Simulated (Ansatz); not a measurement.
Molecule: CuOH, charge 0, multiplicity 1. SMILES: [Cu][OH]
Geometry from a B3LYP-D3(BJ)/def2-TZVP (Ansatz, a first-principles code) optimisation:
```
O
H 1 0.9649
Cu 1 1.7954 2 108.72
```

Property: atomisation energy, in kcal/mol. Terms: non-relativistic; valence correlation only (noble-gas shells and the d and f shells of earlier blocks); spin-orbit terms left out; six Cartesian d functions in 6-31G* and its kin unless marked 5d; atomisation electronic, to ground-state atoms; UHF or UKS for open shells; no dispersion term unless named; LANL2DZ with its own core potentials from Na on. First-principles rows: single points at B3LYP-D3(BJ) geometries (Ansatz).

```tsv
level	program	atomisation energy (kcal/mol)
HF/LANL2DZ	Ansatz	79.0
HF/6-31G* with LANL2DZ past Ar	Ansatz	86.1
SVWN5/6-31G* with LANL2DZ past Ar	Ansatz	213.7
PBE/LANL2DZ	Ansatz	174.9
PBE/def2-SVP	Ansatz	188.5
PBE/6-31G* with LANL2DZ past Ar	Ansatz	181.7
BLYP/6-31G* with LANL2DZ past Ar	Ansatz	178.8
B3LYP/LANL2DZ	Ansatz	162.8
B3LYP/def2-SVP	Ansatz	175.4
B3LYP/6-31G* with LANL2DZ past Ar	Ansatz	169.4
PBE0/6-31G* with LANL2DZ past Ar	Ansatz	165.9
MP2/LANL2DZ	Ansatz	144.8
MP2/6-31G* with LANL2DZ past Ar	Ansatz	160.0
r2SCAN-D4/def2-TZVPD	Ansatz + dftd4	180.3
```

No value to compare with is used here. The 13 habitual levels span 79.0 (HF/LANL2DZ) to 213.7 kcal/mol (SVWN5/6-31G* with LANL2DZ past Ar); r2SCAN-D4/def2-TZVPD gives 180.3.

The levels are drawn from those run, B3LYP/6-31G* more often than the rest, none by its result; left out are runs that failed, that the program found above a lower state of the same kind, or whose <S^2> lies over 0.5 above the pure value.
